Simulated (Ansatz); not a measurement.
`O[Si]([SiH3])(Cl)Cl` + `OC(S)S` → `OC(S)S[SiH3]` + `O[SiH](Cl)Cl`  (cleavage of the Si–Si bond)

Computed with Ansatz on PBE0-D4/def2-TZVP structures; ΔE is electronic, products minus reactants. CBS: MP2 limit from def2 TZ/QZ plus the TZ coupled-cluster correction, frozen cores. This one scheme is used for every species. DFT in def2-TZVPP. B3LYP here is the variant with VWN-RPA as its local correlation; programs differ in this. Each species was taken in one conformer, which may not be the lowest.

| level | ΔE (kcal/mol) | difference from CCSD(T)/CBS |
| --- | --- | --- |
| PBE-D4 | -11.3 | 3.2 |
| PBE0-D4 | -12.4 | 2.1 |
| B3LYP-D4 | -13.1 | 1.4 |
| ωB97X-V | -13.6 | 0.9 |
| ωB97M-V | -14.8 | -0.3 |
| PBE | -11.4 | 3.1 |
| PBE0 | -12.6 | 1.9 |
| B3LYP | -13.3 | 1.2 |
| SCS-MP2/def2-TZVPP | -16.2 | -1.7 |
| CCSD(T)/def2-TZVPP | -14.3 | 0.2 |
| HF/def2-QZVPP | -16.2 | -1.7 |
| MP2/def2-QZVPP | -16.6 | -2.1 |
| SCS-MP2/def2-QZVPP | -16.3 | -1.8 |
| HF/CBS(def2) | -16.2 | -1.7 |
| MP2/CBS(def2) | -16.7 | -2.2 |
| CCSD/CBS(def2) | -14.6 | -0.1 |
| CCSD(T)/CBS | -14.5 | 0 |

Largest T1 diagnostic among the species: 0.012.

From PBE to PBE0 (25 % exact exchange), in def2-TZVPP and without D4, ΔE moves by −1.1 kcal/mol.
